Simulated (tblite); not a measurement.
C₃H₈BrFGe.
Numbering: `[CH3:1][CH2:2][GeH2:3][C@H:4]([F:5])[Br:6]` (hydrogens: H7, H8, H9 on C1; H10, H11 on C2; H12, H13 on Ge3; H14 on C4)

Computed with GFN2-xTB (tblite), gas phase: L-BFGS steps from a force-field or distance-geometry start until the largest atomic force falls under 0.01 eV/Å.

Step 34: E = -577.3593 eV
```
atom  x, y, z in Å  |  force x, y, z in eV/Å
C1     -2.1825   -0.0793    0.1929   -0.048  -0.028  -0.068
C2     -0.8474    0.5899   -0.1458   -0.092   0.012   0.090
Ge3     0.6283   -0.6609   -0.6170    0.010   0.038  -0.156
C4      2.2422   -0.0518    0.4101    0.068   0.285  -0.116
F5      1.9412   -0.0262    1.7364    0.042  -0.035  -0.031
Br6     2.6353    1.8051   -0.1612   -0.037  -0.256   0.070
H7     -2.0195   -1.0625    0.6438   -0.103   0.185  -0.006
H8     -2.7766   -0.2053   -0.7118    0.053  -0.147   0.042
H9     -2.7731    0.5296    0.8819    0.174  -0.070  -0.074
H10    -0.5028    1.1725    0.7102    0.018  -0.015   0.063
H11    -0.9827    1.2972   -0.9681    0.042  -0.030   0.061
H12     0.4544   -2.1071   -0.1962   -0.097   0.106  -0.071
H13     1.0077   -0.5928   -2.0841    0.029  -0.096   0.172
H14     3.1747   -0.6089    0.2865   -0.060   0.054   0.024
```

Step 35: E = -577.3677 eV
```
atom  x, y, z in Å  |  force x, y, z in eV/Å
C1     -2.1764   -0.0814    0.1867    0.108  -0.035  -0.078
C2     -0.8406    0.5962   -0.1352   -0.096  -0.020   0.073
Ge3     0.6375   -0.6615   -0.6195   -0.221   0.114  -0.055
C4      2.2456   -0.0572    0.4063    0.071   0.294  -0.121
F5      1.9437   -0.0290    1.7301    0.008  -0.040   0.058
Br6     2.6206    1.7962   -0.1686   -0.001  -0.189   0.047
H7     -2.0205   -1.0471    0.6677   -0.029   0.050   0.002
H8     -2.7498   -0.2343   -0.7225   -0.008  -0.141  -0.053
H9     -2.7739    0.5335    0.8523   -0.003   0.085   0.032
H10    -0.5212    1.1800    0.7316    0.098  -0.091   0.011
H11    -0.9795    1.3117   -0.9510    0.069  -0.066   0.054
H12     0.4430   -2.1063   -0.2031   -0.081   0.108  -0.067
H13     0.9915   -0.5925   -2.0869    0.070  -0.085   0.108
H14     3.1793   -0.6088    0.2898    0.015   0.016  -0.011
```

Question: Estimate the geometry and energy of step 36. (The exact step hangs on the optimiser's Hessian estimate; all steps are aligned on step 35, rigid shifts and turns removed.)

Answer: E = -577.3331 eV, largest force 0.964 eV/Å
```
atom  x, y, z in Å  |  force x, y, z in eV/Å
C1     -2.1907   -0.0778    0.1726   -0.406  -0.174   0.095
C2     -0.8352    0.5878   -0.0883   -0.160   0.064   0.068
Ge3     0.6468   -0.6679   -0.6255   -0.507   0.188   0.122
C4      2.2563   -0.0562    0.3817    0.047   0.197  -0.090
F5      1.9618   -0.0316    1.7067   -0.055  -0.035   0.175
Br6     2.6324    1.7795   -0.1854    0.043   0.003  -0.019
H7     -2.0533   -0.9842    0.8095   -0.234   0.633  -0.553
H8     -2.6705   -0.3578   -0.7973    0.341   0.070   0.894
H9     -2.8723    0.6234    0.7183    0.551  -0.585  -0.533
H10    -0.5354    1.1354    0.8156    0.094  -0.209  -0.138
H11    -0.9551    1.3428   -0.8778    0.121  -0.165   0.121
H12     0.4997   -2.1273   -0.2248   -0.110   0.168  -0.100
H13     0.9346   -0.5493   -2.0978    0.125  -0.111   0.030
H14     3.1802   -0.6173    0.2703    0.151  -0.043  -0.073
```

The energy changes by +0.0346 eV. The first-order estimate −F·Δx gives -0.0271 eV and the mean of the old and new forces, exact on a quadratic surface, +0.0525 eV. The step makes an angle of 82° with the force vector and moves no atom by more than 0.189 Å. The energy falls at the start of this step and ends higher, so the step passed the lowest point of its straight line.

What follows is the cost of the whole relaxation. Hardware: one thread of an Arm Neoverse N1, on a shared host. Cost: 1.6 s of wall time.
